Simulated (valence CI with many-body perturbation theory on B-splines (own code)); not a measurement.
E1 line list for Hf⁴¹⁺

Level of theory: relativistic CI+MBPT: three valence electrons over a frozen Dirac-Fock core [Ar] 3d10, a basis of 11 s, 11 p, 9 d, 7 f, 5 g, 2 h, 1 i functions for each j, with the one-electron correlation potential Σ1 (screened to all orders), the two-electron term Σ2, the three-electron term Σ3, Breit, model QED; selected single and double excitations, second order for the rest (own B-spline code, finite nucleus).

The last digits are not significant, and no measured levels were compared; by estimate large intervals hold to a few tenths of a per cent, small ones and those within an open d or f shell to about a per cent.

Lines 101 to 150 of 277 in falling wavelength, among levels below 538.92 eV, chosen from the strongest by gf and those to the six lowest levels. Wavelengths and rates use the calculated energies. Electric multipoles are in the length gauge, E1 and E2 with the static RPA response of the core. Weak lines are less certain than strong ones. Lines between different terms over intervals too small for the method are left out, as are lines whose strength nearly cancels. The highest levels of a list are the least certain.

Levels are named by their leading jj configuration (3d3/2^4 stands for four electrons in 3d with j = 3/2), which in mixed levels can hold well under half, so a name can repeat and another be missing. Letters in brackets count levels of one name in rising energy.

```csv
λ vac (nm),Upper,Lower,A (s⁻¹),S (a.u.) with core polarisation,S without
7.237,(4p1/2 4p3/2 4d5/2) J=3/2 [b],(4p1/2 4p3/2^2) J=5/2,1.25e+11,9.36e-02,9.94e-02
7.231,(4p1/2 4p3/2 4d5/2) J=7/2 [b],(4p1/2 4p3/2^2) J=5/2,5.11e+11,7.63e-01,8.07e-01
7.228,(4s 4p1/2 4d5/2) J=3/2,(4s 4p1/2 4p3/2) J=5/2,4.30e+10,3.21e-02,3.41e-02
7.217,(4s 4p1/2 4d5/2) J=5/2 [a],(4s 4p1/2 4p3/2) J=3/2 [a],2.76e+11,3.07e-01,3.25e-01
7.207,(4p1/2 4p3/2 4d5/2) J=7/2 [a],(4s 4p1/2 4d5/2) J=5/2 [b],1.08e+11,1.59e-01,1.68e-01
7.204,(4p1/2 4p3/2 4d5/2) J=5/2 [a],(4s 4p1/2 4d5/2) J=3/2,6.90e+10,7.64e-02,8.07e-02
7.179,(4s 4p1/2 4d5/2) J=5/2 [b],(4s 4p1/2 4p3/2) J=5/2,1.52e+11,1.67e-01,1.77e-01
7.163,(4s 4p3/2 4d5/2) J=3/2 [b],(4s 4p3/2^2) J=1/2,3.06e+11,2.22e-01,2.35e-01
7.158,(4p1/2 4p3/2 4d5/2) J=5/2 [c],(4p1/2 4p3/2^2) J=3/2,7.09e+11,7.70e-01,8.15e-01
7.144,(4s 4p3/2 4d5/2) J=5/2 [b],(4s 4p3/2^2) J=3/2,6.27e+11,6.77e-01,7.17e-01
7.144,(4p1/2 4p3/2 4d3/2) J=5/2,(4s 4p1/2 4d3/2) J=5/2,6.19e+10,6.69e-02,7.11e-02
7.084,(4p1/2 4p3/2 4d5/2) J=5/2 [c],(4p1/2 4p3/2^2) J=5/2,9.18e+10,9.66e-02,1.02e-01
7.074,(4s 4p3/2 4d5/2) J=5/2 [a],(4s 4p3/2^2) J=5/2,3.48e+11,3.64e-01,3.86e-01
7.067,(4s 4p1/2 4f7/2) J=7/2 [c],(4s 4p1/2 4d5/2) J=5/2 [a],5.07e+10,7.07e-02,7.48e-02
7.062,(4s 4p1/2 4f5/2) J=3/2,(4s 4p1/2 4d3/2) J=3/2 [b],8.24e+10,5.73e-02,6.05e-02
7.043,(4p1/2 4p3/2 4d5/2) J=7/2 [a],(4s 4p1/2 4d5/2) J=7/2,7.08e+10,9.77e-02,1.04e-01
7.031,(4s 4p1/2 4f5/2) J=3/2,(4s 4p1/2 4d3/2) J=1/2,1.15e+11,7.92e-02,8.35e-02
7.028,(4p1/2 4p3/2 4d5/2) J=3/2 [a],(4s 4p1/2 4d5/2) J=3/2,3.30e+11,2.26e-01,2.40e-01
7.022,(4p1/2 4p3/2 4d5/2) J=5/2 [b],(4s 4p1/2 4d5/2) J=5/2 [b],3.08e+11,3.16e-01,3.35e-01
6.996,(4s 4p3/2 4d5/2) J=3/2 [a],(4s 4p3/2^2) J=5/2,1.48e+11,9.98e-02,1.06e-01
6.987,(4p1/2 4p3/2 4d5/2) J=9/2,(4s 4p1/2 4d5/2) J=7/2,3.11e+11,5.24e-01,5.55e-01
6.974,(4s 4p1/2 4f7/2) J=5/2,(4s 4p1/2 4d3/2) J=3/2 [b],1.12e+11,1.12e-01,1.18e-01
6.965,(4s 4p3/2 4d3/2) J=3/2 [b],(4s^2 4d3/2) J=3/2,2.53e+11,1.68e-01,1.79e-01
6.962,(4p1/2 4p3/2^2) J=3/2,(4s 4p1/2 4p3/2) J=1/2,5.19e+11,3.46e-01,3.67e-01
6.955,(4s^2 4d5/2) J=5/2,(4s^2 4p3/2) J=3/2,5.14e+11,5.12e-01,5.43e-01
6.943,(4s 4p3/2 4d5/2) J=7/2 [b],(4s^2 4d5/2) J=5/2,9.55e+11,1.26e+00,1.34e+00
6.934,(4p1/2 4p3/2 4d3/2) J=3/2 [a],(4s 4p1/2 4d3/2) J=5/2,9.55e+10,6.29e-02,6.68e-02
6.931,(4p1/2 4p3/2^2) J=5/2,(4s 4p1/2 4p3/2) J=3/2 [b],4.14e+11,4.08e-01,4.33e-01
6.907,(4s 4p1/2 4d5/2) J=3/2,(4s 4p1/2 4p3/2) J=3/2 [a],1.80e+11,1.17e-01,1.24e-01
6.895,(4p1/2 4p3/2 4d5/2) J=5/2 [a],(4s 4p1/2 4d5/2) J=5/2 [a],4.89e+10,4.75e-02,5.06e-02
6.890,(4p1/2 4p3/2^2) J=1/2,(4s 4p1/2 4p3/2) J=1/2,1.05e+11,3.40e-02,3.61e-02
6.867,(4p1/2 4p3/2 4d5/2) J=5/2 [b],(4s 4p1/2 4d5/2) J=7/2,4.69e+10,4.49e-02,4.78e-02
6.862,(4s 4p1/2 4d5/2) J=5/2 [b],(4s 4p1/2 4p3/2) J=3/2 [a],3.07e+10,2.93e-02,3.11e-02
6.861,(4p1/2 4p3/2^2) J=3/2,(4s 4p1/2 4p3/2) J=3/2 [b],1.45e+11,9.27e-02,9.84e-02
6.856,(4s 4p3/2 4d5/2) J=3/2 [b],(4s^2 4d5/2) J=5/2,3.27e+11,2.08e-01,2.21e-01
6.853,(4p1/2 4p3/2 4d5/2) J=7/2 [a],(4s 4p1/2 4d5/2) J=5/2 [a],3.96e+11,5.04e-01,5.34e-01
6.839,(4p1/2 4p3/2 4d3/2) J=3/2 [b],(4s 4p1/2 4d3/2) J=3/2 [b],3.85e+10,2.43e-02,2.59e-02
6.810,(4p1/2 4p3/2 4d3/2) J=3/2 [b],(4s 4p1/2 4d3/2) J=1/2,1.61e+11,1.00e-01,1.06e-01
6.802,(4s 4p3/2 4d5/2) J=7/2 [a],(4s 4p3/2^2) J=5/2,3.00e+11,3.72e-01,3.95e-01
6.792,(4p1/2 4p3/2^2) J=1/2,(4s 4p1/2 4p3/2) J=3/2 [b],4.00e+11,1.24e-01,1.32e-01
6.770,(4s 4p1/2 4f7/2) J=7/2 [a],(4s 4p1/2 4d3/2) J=5/2,2.72e+10,3.33e-02,3.51e-02
6.759,(4s 4p1/2 4p3/2) J=3/2 [b],(4s^2 4p1/2) J=1/2,2.87e+11,1.75e-01,1.86e-01
6.739,(4p1/2^2 4p3/2) J=3/2,(4s 4p1/2^2) J=1/2,1.87e+11,1.13e-01,1.20e-01
6.734,(4p1/2 4p3/2 4d5/2) J=3/2 [a],(4s 4p1/2 4d5/2) J=5/2 [a],1.15e+11,6.92e-02,7.36e-02
6.729,(4p1/2 4p3/2 4d3/2) J=1/2 [b],(4s 4p1/2 4d3/2) J=1/2,1.97e+11,5.91e-02,6.28e-02
6.719,(4p3/2^3) J=3/2,(4s 4p3/2^2) J=3/2,1.01e+12,6.04e-01,6.41e-01
6.702,(4s 4p3/2 4d5/2) J=5/2 [b],(4s^2 4d5/2) J=5/2,3.41e+11,3.04e-01,3.23e-01
6.694,(4p1/2 4p3/2 4d3/2) J=3/2 [a],(4s 4p1/2 4d3/2) J=3/2 [a],1.72e+11,1.02e-01,1.08e-01
6.693,(4p1/2 4p3/2 4d5/2) J=5/2 [a],(4s 4p1/2 4d3/2) J=3/2 [b],3.01e+11,2.68e-01,2.84e-01
6.686,(4p1/2 4p3/2 4d5/2) J=5/2 [b],(4s 4p1/2 4d5/2) J=5/2 [a],3.29e+10,2.91e-02,3.09e-02
```
